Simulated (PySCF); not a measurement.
GeTe, SMILES [Ge]=[Te] (connectivity only; charge and spin as stated), neutral, multiplicity 1.

Geometry optimised at r2SCAN-D4/def2-TZVP. The def2 effective core potentials stand for the cores of Te; spin–orbit coupling is left out.

The numbers are results of TDA-PBE/def2-TZVPD (PySCF 2.14.0), not measurements.

Vertical excitations; the highest root listed may be one member of a degenerate set. Gas-phase values at a fixed geometry. State labels are in the subgroup C2v.

```json
[
 {"state": "S1", "symmetry": "A2", "energy (eV)": "2.91", "λ (nm)": "425", "f": "0.000", "main pairs": "HOMO→LUMO 50 %, HOMO−1→LUMO+1 50 %"},
 {"state": "S2", "symmetry": "A1", "energy (eV)": "3.17", "λ (nm)": "391", "f": "0.000", "main pairs": "HOMO−1→LUMO, HOMO→LUMO+1 (degenerate set)"},
 {"state": "S3", "symmetry": "A2", "energy (eV)": "3.17", "λ (nm)": "391", "f": "0.000", "main pairs": "HOMO−1→LUMO+1, HOMO→LUMO (degenerate set)"},
 {"state": "S4", "symmetry": "B2", "energy (eV)": "3.46", "λ (nm)": "358", "f": "0.005", "main pairs": "HOMO−2→LUMO+1 (degenerate set)"},
 {"state": "S5", "symmetry": "B1", "energy (eV)": "3.46", "λ (nm)": "358", "f": "0.005", "main pairs": "HOMO−2→LUMO (degenerate set)"},
 {"state": "S6", "symmetry": "A1", "energy (eV)": "5.01", "λ (nm)": "248", "f": "0.062", "main pairs": "HOMO−2→LUMO+2 38 %, HOMO→LUMO+1 28 %, HOMO−1→LUMO 28 %"},
 {"state": "S7", "symmetry": "B1", "energy (eV)": "5.75", "λ (nm)": "216", "f": "0.004", "main pairs": "HOMO−1→LUMO+2 (degenerate set)"},
 {"state": "S8", "symmetry": "B2", "energy (eV)": "5.75", "λ (nm)": "216", "f": "0.004", "main pairs": "HOMO→LUMO+2 (degenerate set)"},
 {"state": "S9", "symmetry": "B1", "energy (eV)": "6.29", "λ (nm)": "197", "f": "0.201", "main pairs": "HOMO−1→LUMO+3 (degenerate set)"},
 {"state": "S10", "symmetry": "B2", "energy (eV)": "6.29", "λ (nm)": "197", "f": "0.201", "main pairs": "HOMO→LUMO+3 (degenerate set)"},
 {"state": "T1", "symmetry": "A1", "energy (eV)": "2.22", "λ (nm)": "559", "f": "0", "main pairs": "HOMO−1→LUMO 50 %, HOMO→LUMO+1 50 %"},
 {"state": "T2", "symmetry": "A2", "energy (eV)": "2.49", "λ (nm)": "498", "f": "0", "main pairs": "HOMO→LUMO, HOMO−1→LUMO+1 (degenerate set)"},
 {"state": "T3", "symmetry": "A1", "energy (eV)": "2.49", "λ (nm)": "498", "f": "0", "main pairs": "HOMO→LUMO+1, HOMO−1→LUMO (degenerate set)"},
 {"state": "T4", "symmetry": "B1", "energy (eV)": "2.66", "λ (nm)": "465", "f": "0", "main pairs": "HOMO−2→LUMO 99 %"}
]
```
Triplets are in the Tamm–Dancoff approximation.
